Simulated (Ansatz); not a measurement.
Ge(F)3(SH) (F3GeHS), SMILES [F][Ge]([F])([F])[SH].

The structure is a stationary point at B3LYP-D3(BJ)/def2-SVP. The structure was generated by enumeration, and PubChem lists no compound with its InChIKey, so it may never have been made. The values are those of a single conformer.

Two levels are set side by side: PBE/def2-SVPD (Ansatz, an electronic-structure program) and CAM-B3LYP/def2-SVPD (Ansatz). Energy differences of separate SCF runs at the same geometry; the states with an electron removed or added have multiplicity 2 and 2. Differences are taken from unrounded values.

```json
[
 {"quantity": "vertical ionisation energy (eV)", "CAM-B3LYP": "11.51", "PBE": "11.26", "PBE minus CAM-B3LYP": "-0.26"},
 {"quantity": "vertical singlet–triplet gap (eV)", "CAM-B3LYP": "5.20", "PBE": "5.00", "PBE minus CAM-B3LYP": "-0.20"}
]
```
